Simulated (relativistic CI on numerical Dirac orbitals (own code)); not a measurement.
Slater and spin-orbit integrals, Ga XXIV

These numbers are calculated, not measured: Dirac-Coulomb-Breit CI, KLI orbitals optimised for each configuration, model QED (radiative potential, 1s self-energy scaled to tabulated hydrogen-like ionisation energies), unscaled Slater integrals (own radial code, finite nucleus).

Slater integrals F^k, G^k are unscaled and averaged over j, outside the closed core 1s2; ζ comes from projecting the Hamiltonian with its Breit term on Σ l·s of the shell.

- 2s2 2p4: F^2(2p,2p) = 526750, ζ(2p) = 157080 cm⁻¹; <r>(2p) = 0.1807, <r^2>(2p) = 0.03959 (bohr units).
- 2s 2p5: G^1(2s,2p) = 570480, ζ(2p) = 155830 cm⁻¹; <r>(2s) = 0.2089, <r^2>(2s) = 0.05122, <r>(2p) = 0.1812, <r^2>(2p) = 0.03983 (bohr units).
- 2p5 3s: ζ(2p) = 159270, G^1(2p,3s) = 53589 cm⁻¹; <r>(2p) = 0.1797, <r^2>(2p) = 0.03919, <r>(3s) = 0.5008, <r^2>(3s) = 0.2849 (bohr units).

Averages of the first 10 configurations, taken without configuration mixing, which lowers the lowest level and can move excited configurations by several eV; other configurations of the list can lie among them:

```json
{"Configuration": "2s2 2p4", "Parity": "even", "States": "15", "Average energy above the lowest level (eV)": "24.3"}
{"Configuration": "2s 2p5", "Parity": "odd", "States": "12", "Average energy above the lowest level (eV)": "177.8"}
{"Configuration": "2p6", "Parity": "even", "States": "1", "Average energy above the lowest level (eV)": "353.9"}
{"Configuration": "2p5 3s", "Parity": "odd", "States": "12", "Average energy above the lowest level (eV)": "1605.0"}
{"Configuration": "2p5 3p", "Parity": "even", "States": "36", "Average energy above the lowest level (eV)": "1645.1"}
{"Configuration": "2p5 3d", "Parity": "odd", "States": "60", "Average energy above the lowest level (eV)": "1692.8"}
{"Configuration": "2s2 2p3 3s", "Parity": "odd", "States": "40", "Average energy above the lowest level (eV)": "1304.5"}
{"Configuration": "2s2 2p3 3p", "Parity": "even", "States": "120", "Average energy above the lowest level (eV)": "1348.0"}
{"Configuration": "2s2 2p3 3d", "Parity": "odd", "States": "200", "Average energy above the lowest level (eV)": "1396.2"}
{"Configuration": "2s 2p4 3s", "Parity": "even", "States": "60", "Average energy above the lowest level (eV)": "1443.3"}
```
